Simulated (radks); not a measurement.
Values are calculated unless marked as measured or tabulated.
Hg XLVIII, 33 electrons, occupied as [Ar] 3d10 4s2 4p3. Code: a radial shooting solver on a logarithmic mesh with Libxc functionals. Model: scalar-relativistic Kohn-Sham, exchange-only LDA, spin-polarised, spherical densities, point nucleus; open shells are filled with parallel spins first (spin-orbit coupling, left out, can overturn this in heavy ions).

Unscreened Slater integrals over Kohn-Sham orbitals (hartree). They are taken over the spin-up orbitals.

F0(4p,4p): 2.4510
F2(4p,4p): 1.2719
F0(4p,4s): 2.4847
G1(4p,4s): 1.6723
F0(4p,3d): 3.1003
F2(4p,3d): 0.90726
G1(4p,3d): 0.29444
G3(4p,3d): 0.29918
F0(4p,3p): 3.0456
F2(4p,3p): 0.96953
G0(4p,3p): 0.26455
G2(4p,3p): 0.31807
F0(4s,4s): 2.5218
F0(4s,3d): 3.1580
G2(4s,3d): 0.30484
F0(4s,3p): 3.1017
G1(4s,3p): 0.31887
F0(3d,3d): 5.6227
F2(3d,3d): 2.8798
F4(3d,3d): 1.8563
F0(3d,3p): 5.2503
F2(3d,3p): 2.5251
G1(3d,3p): 2.7468
G3(3d,3p): 1.8200
F0(3p,3p): 5.0340
F2(3p,3p): 2.5187

Derived for the open shells (J is the average intra-shell exchange parameter used in DFT+U). 4p: J = F2/5 = 0.2544 hartree.
